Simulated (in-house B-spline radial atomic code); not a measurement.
The outermost shell (largest non-relativistic mean radius) with and without relativity; Dirac values are averaged over j. Computed with an all-electron radial atomic-structure program (B-spline basis): non-relativistic Hartree-Fock and Dirac-Hartree-Fock, averages of the configuration (point nuclei without relativity, finite nuclei with it).

```
ion  configuration  outermost shell  radius non-relativistic (bohr)  radius Dirac (bohr)  radius change (%)  level non-relativistic (eV)  level Dirac (eV)  spin-orbit splitting (eV)
 P+   [Ne] 3s2 3p2               3p                          2.1466               2.1463          -0.013099                      -18.917           -18.904                   0.064047
 S+   [Ne] 3s2 3p3               3p                          1.9033               1.9028          -0.029851                      -21.984           -21.971                    0.10086
Cl+   [Ne] 3s2 3p4               3p                          1.7126               1.7118          -0.046966                      -25.157           -25.144                    0.15055
Ar+   [Ne] 3s2 3p5               3p                          1.5585               1.5574          -0.064762                      -28.445           -28.432                    0.21573
 K+   [Ne] 3s2 3p6               3p                          1.4313               1.4301          -0.083331                      -31.852            -31.84                    0.29926
Ca+       [Ar] 4s1               4s                          3.7285               3.7138           -0.39462                      -11.329           -11.373                          -
Sc+   [Ar] 3d1 4s1               4s                          3.5149               3.4967           -0.51693                      -12.065            -12.13                          -
Ti+   [Ar] 3d2 4s1               4s                          3.3466               3.3257             -0.624                      -12.699           -12.785                          -
 V+       [Ar] 3d4               3d                          1.4884               1.4976              0.615                      -14.796           -14.687                   0.053819
Cr+       [Ar] 3d5               3d                          1.3588               1.3667            0.58199                      -16.139           -16.018                     0.0815
```
